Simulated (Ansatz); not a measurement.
Stepwise reaction of `[OH][Mo]([OH])(=[S])=[S]` with ammonia, as a gas-phase model of exchange steps in deposition or etching. ΔE in kJ/mol; ΔG adds harmonic PBE0-D4 terms to CCSD(T)/CBS, at 1 bar.

Calculated with Ansatz (gas phase, PBE0-D4/def2-TZVP geometries, no zero-point term in ΔE). CCSD(T)/CBS adds triple-zeta CCSD(T) − MP2 to the extrapolated MP2 energy (def2 sets, frozen cores). This one scheme is used for every species. Functionals use def2-TZVPP. B3LYP here is the variant with VWN-RPA as its local correlation; programs differ in this. Elements past krypton have def2 core potentials. For Mo outer-core shells are correlated without core-valence functions, which leaves a few kJ/mol of doubt a bond. Each species was taken in one conformer, which may not be the lowest.

| step | reaction | PBE-D4 | B3LYP-D4 | ωB97M-V | CCSD(T)/CBS | ΔG(400 K) |
| --- | --- | --- | --- | --- | --- | --- |
| 2 | `[NH2][Mo]([OH])(=[S])=[S]` + NH₃ → `[NH2][Mo]([NH2])(=[S])=[S]` + H₂O | 28.8 | 27.7 | 28.0 | 21.9 | 20.6 |

Q: Give the row of step 1, `[OH][Mo]([OH])(=[S])=[S]` + NH₃ → `[NH2][Mo]([OH])(=[S])=[S]` + H₂O. (Best estimate.)

A: The calculation gave: 
```
step                                                              reaction  PBE-D4  B3LYP-D4  ωB97M-V  CCSD(T)/CBS  ΔG(400 K)
   1  `[OH][Mo]([OH])(=[S])=[S]` + NH₃ → `[NH2][Mo]([OH])(=[S])=[S]` + H₂O    23.4      22.1     22.0         15.3       10.4
```

Q: By hand: ΔE of the 2 steps together at CCSD(T)/CBS.

A: (15.3) + (21.9) = 37.2 kJ/mol, or 18.6 kJ/mol a step.

In ΔE each step is higher than the one before. All are uphill at CCSD(T)/CBS. ΔG lies between 10.4 and 20.6 kJ/mol a step. PBE-D4 differs from CCSD(T)/CBS by 6.9 to 8.1 kJ/mol a step. Isolated molecules leave out the surface, adducts and barriers. Largest T1 diagnostic: 0.025.
